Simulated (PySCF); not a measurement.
An unknown gives this computed stick spectrum. The calculation used TDDFT B3LYP/def2-SVPD, vertical, gas phase, core orbitals frozen in the response (PySCF). Geometries: GFN2-xTB, one conformer each.

```tsv
state	E (eV)	λ (nm)	f
S1	6.71	184.8	0.0036
S2	7.31	169.6	0.013
S3	7.48	165.8	0.037
S4	7.56	163.9	0.031
S5	7.77	159.6	0.0058
S6	7.79	159.2	0.0099
S7	7.91	156.8	0.0022
S8	7.98	155.4	0.013
```

Triplets computed (Tamm–Dancoff): 6.46, 7.04, 7.33 eV.

Task: Which candidate is it? All have the formula C4H10OSi.
A. `C1(CC1)CO[SiH3]`
B. `C=CCC[SiH2]O`
C. `C=CC[SiH2]OC`

Result: A. Its S1, at 6.71 eV, is the highest among the candidates; the nearest of the others has S1 at 6.39 eV. S1 is HOMO→LUMO (92%). Löwdin shares by element: HOMO oxygen 37%, carbon 21% or more, silicon 8% (atoms not listed hold the other 34%); LUMO silicon 38%, hydrogen 32% or more (atoms not listed hold the other 29%). At the same level the other candidates give, for their lowest levels:
- `C=CCC[SiH2]O`: 6.39 eV (f 0.006); 6.83 eV (f 0.055); 6.97 eV (f 0.007); 7.04 eV (f 0.245); 7.41 eV (f 0.005); T1 4.55 eV; HOMO -7.23, LUMO -0.16 eV
- `C=CC[SiH2]OC`: 6.18 eV (f 0.148); 6.58 eV (f 0.026); 6.78 eV (f 0.004); 6.95 eV (f 0.180); 7.02 eV (f 0.016); T1 4.37 eV; HOMO -6.84, LUMO -0.13 eV

The values belong to the conformer `[SiH3:1][O:2][CH2:3][CH:4]1[CH2:5][CH2:6]1`: Si1–O2–C3–C4 178°, O2–C3–C4–C5 -86°.
